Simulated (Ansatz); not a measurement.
`C[Si](O)(S)Cl` + SiH₄ → `O[Si]([SiH3])(S)Cl` + CH₄  (formal exchange of groups at the Si–C bond)

Gas-phase electronic energies from Ansatz, PBE0-D4/def2-TZVP geometries. CBS: MP2 limit from def2 TZ/QZ plus the TZ coupled-cluster correction, frozen cores. This one scheme is used for every species. DFT in def2-TZVPP. B3LYP here is the variant with VWN-RPA as its local correlation; programs differ in this. Each species was taken in one conformer, which may not be the lowest.

```csv
level,ΔE (kJ/mol),difference from CCSD(T)/CBS
PBE-D4,-2.0,-13.7
r2SCAN-D4,8.2,-3.5
PBE0-D4,3.2,-8.5
B3LYP-D4,6.8,-4.9
PBE0,4.8,-6.9
SCS-MP2/def2-TZVPP,18.8,7.1
CCSD(T)/def2-TZVPP,14.4,2.7
HF/def2-QZVPP,21.7,10.0
MP2/CBS(def2),15.7,4.0
CCSD/CBS(def2),13.3,1.6
CCSD(T)/CBS,11.7,0
```

Largest T1 diagnostic among the species: 0.012.

From PBE to PBE0 (25 % exact exchange), in def2-TZVPP and without D4, ΔE moves by +5.3 kJ/mol.
